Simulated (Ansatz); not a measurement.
Species: GaO, charge 0, doublet. GaO (SMILES [O]=[Ga], doublet).
B3LYP-D3(BJ)/def2-TZVP minimum from Ansatz (an electronic-structure program):
```xyz
2

Ga     0.0000     0.0000    -0.3530
O      0.0000     0.0000     1.3680
```
Charge 0, spin multiplicity 2.

Total energies in cc-pVQZ, 9 correlated electrons, 15 frozen orbitals. Radicals and triplets start from unrestricted determinants; spin-orbit coupling is neglected. Cores are frozen in correlated methods (noble-gas shells, and filled d and f shells in the p block). No relativity. The UHF reference of GaO ([O]=[Ga], doublet) is spin-contaminated (<S^2> up to 0.05 over the pure value in the sets run). The determinant of GaO ([O]=[Ga], doublet) is a saddle point of the SCF energy; a lower one exists, which strains HF and MP2.

```csv
method,program,energy (Eh),minus CCSDT(Q) (mEh)
HF,Ansatz,-1998.14379,322.31
MP2,Ansatz,-1998.42343,42.68
CCSD,Ansatz,-1998.44659,19.51
CCSD(T),Ansatz,-1998.46176,4.35
CCSDT(Q),Ansatz,-1998.46610,0.00
```

Rough core times of Ansatz's runs on a shared machine: CCSD(T) 3 min, CCSDT(Q) 20 min.
